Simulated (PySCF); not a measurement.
Ligands exchanged one at a time, Si Br-OCH3. Isolated molecules, 0 K electronic values unless said otherwise. One relaxed conformer stands for each flexible species; it need not be the lowest. Strings in code marks are SMILES.

These are PySCF with B3LYP-D3(BJ)/def2-TZVP // B3LYP-D3(BJ)/def2-SVP values and carry that method's errors. All candidates: neutral, multiplicity 1. B3LYP has the VWN-RPA correlation part, as in Gaussian. Delta-SCF ions had no search for a lower state. Excitations are Tamm–Dancoff values on a coarser integration grid. The basis has no diffuse functions, so Rydberg states are missing or too high.

```
Property                                   Value
--------------------------------------  --------
T1 excitation (TDA)                      7.34 eV
HOMO                                    -7.81 eV
vertical ionisation energy (Delta-SCF)   9.69 eV
```

Which member has these values?
A) `CO[Si](Br)(Br)OC` (C–O–Si–Br torsion -59°, Br–Si–O–C torsion -57°)
B) `CO[Si](Br)(OC)OC`
C) `CO[Si](OC)(OC)OC`
D) `CO[Si](Br)(Br)Br` (C–O–Si–Br torsion 60°)

C, `CO[Si](OC)(OC)OC`. The others give `CO[Si](Br)(Br)Br` (C–O–Si–Br torsion 60°): 5.37 eV, -8.20 eV, 10.20 eV; `CO[Si](Br)(OC)OC`: 6.99 eV, -8.02 eV, 10.02 eV; `CO[Si](Br)(Br)OC` (C–O–Si–Br torsion -59°, Br–Si–O–C torsion -57°): 6.04 eV, -8.07 eV, 10.10 eV
